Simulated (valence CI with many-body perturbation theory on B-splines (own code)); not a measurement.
The numbers below are computed, except where a source is named.
## Sensitivity of CI+MBPT for Nd XXXVIII

Level of theory: relativistic CI+MBPT: five valence electrons over a frozen Dirac-Fock core [Ar], a basis of 6 s, 6 p, 5 d, 5 f, 1 g functions for each j, with the one-electron correlation potential Σ1, the two-electron term Σ2, the three-electron term Σ3, Breit, model QED; selected CI, second order for the rest, scaled by the run's own slope (own B-spline code, finite nucleus).

No measured spectrum was set against this ion. As an estimate, large intervals hold to a few tenths of a per cent, small ones and those within an open d or f shell to about a per cent. Among the levels kept, up to 580 cm⁻¹ of a level comes from second order outside the variational space, and about a tenth of that is noise between levels of different J, which matters for small intervals. Only levels of the ground parity were solved; by the run's estimate the other parity begins above the list, which can be wrong where configurations are misplaced.

The reference run has the lowest level (3d3/2^4 3d5/2) J=5/2 and an ionisation energy of 2626.63 eV. Its largest variational space holds 9999 state functions.

Levels are named by their leading jj configuration (3d3/2^4 stands for four electrons in 3d with j = 3/2), which in mixed levels can hold well under half, so a name can repeat and another be missing. Letters in brackets count levels of one name in rising energy.

Changed runs:
A. hole-hole ladder in Σ2 on → off
B. correlating orbitals by l 3 3 3 3 1 → 6 4 1 2 3
C. size limit of the variational space 10000 → 6000
D. logarithmic knot step 0.27 → 1.1 (bad on purpose)

Excitation energies of the reference run in cm⁻¹, and shifts in cm⁻¹:

```
                      Level  Reference      A        B      C      D
(3d3/2^3 3d5/2^2) J=5/2 [a]     141434  -2938      -12    +44    -31
(3d3/2^3 3d5/2^2) J=7/2 [a]     216530  -2958     -2.2   +206    -30
(3d3/2^3 3d5/2^2) J=3/2 [a]     223769  +1081      -16    +50    -27
   (3d3/2^3 3d5/2^2) J=11/2     226911  -6505      -40   -525    -29
    (3d3/2^3 3d5/2^2) J=9/2     252478  -4348      -13   +268    -32
(3d3/2^3 3d5/2^2) J=5/2 [b]     265074  -1571     +1.5   +177    -36
    (3d3/2^3 3d5/2^2) J=1/2     275765  +2305      -30   -528    -30
(3d3/2^3 3d5/2^2) J=7/2 [b]     303209   -721      +22   +297    -29
(3d3/2^2 3d5/2^3) J=5/2 [a]     355178  -1146     -2.9   +116    -56
(3d3/2^3 3d5/2^2) J=3/2 [b]     372363  +5817      +31   +154    -28
(3d3/2^2 3d5/2^3) J=7/2 [a]     394927  -4443      -19   +188    -67
   (3d3/2^2 3d5/2^3) J=11/2     401576  -9729      -54   -527    -65
     Ionisation energy (eV)    2626.63  -0.51  -0.0066  -0.07  -0.08
```
